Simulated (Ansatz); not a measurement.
`OB(F)Br` and `OB(F)[NH][AlH2]` differ in one atom or group.

Ansatz, PBE0-D4/def2-TZVP geometries, multiplicity 1. Each molecule was computed in one conformer, which needn't be the lowest.

Scalar relativity is left out up to krypton. Spin–orbit coupling is left out; it splits and shifts lone-pair levels of the heavy atoms by tenths of an eV.

| property | `OB(F)Br` |
| --- | --- |
| LUMO energy (PBE/def2-TZVPP) / eV | -0.79 |
| LUMO energy (B3LYP/def2-TZVPP) / eV | -0.01 |
| LUMO energy (ωB97M-V/def2-TZVPP) / eV | 1.80 |
| size of the dipole moment (B3LYP/def2-TZVPP) / D | 1.87 |
| zero-point energy (PBE0-D4/def2-TZVP) / kJ/mol | 59.8 |
| HOMO energy (B3LYP/def2-TZVPP) / eV | -8.54 |

Q: What does the change do to each property? (Best estimate.)

A: Ansatz gave: 
```csv
property,`OB(F)[NH][AlH2]`,shift
LUMO energy (PBE/def2-TZVPP) / eV,-1.85,-1.06
LUMO energy (B3LYP/def2-TZVPP) / eV,-1.30,-1.29
LUMO energy (ωB97M-V/def2-TZVPP) / eV,0.52,-1.28
size of the dipole moment (B3LYP/def2-TZVPP) / D,0.80,-1.07
zero-point energy (PBE0-D4/def2-TZVP) / kJ/mol,138.5,78.7
HOMO energy (B3LYP/def2-TZVPP) / eV,-8.05,0.49
```

With PBE0 the HOMO rises by 0.51 eV and the LUMO falls by 1.33 eV, so the gap narrows by about 1.84 eV. PBE moves the HOMO by 0.53 eV and ωB97M-V by 0.42 eV. The zero-point energy changes by 78.7 kJ/mol with +12 modes. Dipoles are sizes alone; their direction can turn.

B3LYP here is the variant with VWN-RPA as its local correlation; programs differ in this.
